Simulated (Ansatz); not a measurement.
Two isomers of C2H9NOSi: A = `CC(O)N[SiH3]`, B = `COCN[SiH3]`.

Gas-phase electronic energies from Ansatz, PBE0-D4/def2-TZVP geometries. CBS: MP2 limit from def2 TZ/QZ plus the TZ coupled-cluster correction, frozen cores. DFT in def2-TZVPP. B3LYP here is the variant with VWN-RPA as its local correlation; programs differ in this. Each species was taken in one conformer, which may not be the lowest.

Task: Which is lower in electronic energy at CCSD(T)/CBS, and by how much? (Best estimate.)

Result: The calculation gave: A, by 14.5 kcal/mol.

Task: Give E(B) − E(A) in kcal/mol with MP2/def2-TZVPP, ωB97M-V, HF/def2-TZVPP, CCSD(T)/def2-TZVPP, r2SCAN-D4, CCSD/def2-TZVPP, B3LYP-D4. (Best estimate.)

Result: The calculation gave: MP2/def2-TZVPP 14.6, ωB97M-V 13.7, HF/def2-TZVPP 12.2, CCSD(T)/def2-TZVPP 13.6, r2SCAN-D4 13.5, CCSD/def2-TZVPP 13.6, B3LYP-D4 12.2. None reverses the order clearly.

Largest T1 diagnostic: 0.011.

In def2-TZVPP, CCSD(T) changes the Hartree–Fock value by +1.4 kcal/mol (the triples alone add +0.0 kcal/mol) and MP2 by +2.4 kcal/mol.
